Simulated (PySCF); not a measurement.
B-trichloroborazine (B3Cl3H3N3), SMILES ClB1NB(Cl)NB(Cl)N1. Atoms are numbered in the order given.

```xyz
12

Cl     3.2172     0.0000     0.0000
B      1.4347     0.0000     0.0000
N      0.7073    -1.2251     0.0000
B     -0.7174    -1.2425     0.0000
Cl    -1.6086    -2.7862     0.0000
N     -1.4146     0.0000     0.0000
B     -0.7174     1.2425     0.0000
Cl    -1.6086     2.7862     0.0000
N      0.7073     1.2251     0.0000
H      1.2141    -2.1029     0.0000
H     -2.4282     0.0000     0.0000
H      1.2141     2.1029     0.0000
```

Geometry: B3LYP-D3(BJ)/def2-SVP.

Two levels are set side by side: PBE/pcSseg-1 (PySCF) and HF/pcSseg-1 (PySCF). GIAO shifts against BF3 (¹¹B), HCl (³⁵Cl), NH3 (¹⁵N), TMS (¹H) at the same level; non-relativistic, no solvent, atoms listed together averaged. Without spin–orbit terms, shifts of atoms bonded to Cl or Br come out too high at both levels. Differences are taken from unrounded values.

```
quantity                           HF
------------------------------  -----
δ(³⁵Cl) of Cl1, Cl5, Cl8 (ppm)   29.9
δ(¹¹B) of B2, B4, B7 (ppm)       21.1
δ(¹⁵N) of N3, N6, N9 (ppm)      112.1
δ(¹H) of H10, H11, H12 (ppm)     4.91
```

Question: What does PBE give, and how far is it from HF? (The exact figures need the calculation; the answer reports its results.)

Answer: 
```csv
quantity,PBE,PBE minus HF
"δ(³⁵Cl) of Cl1, Cl5, Cl8 (ppm)",95.3,65.4
"δ(¹¹B) of B2, B4, B7 (ppm)",16.1,-4.9
"δ(¹⁵N) of N3, N6, N9 (ppm)",145.9,33.8
"δ(¹H) of H10, H11, H12 (ppm)",5.41,0.49
```

Rough cost on one machine, each run with all the roots and properties that it gave: HF against PBE within a factor of 2.
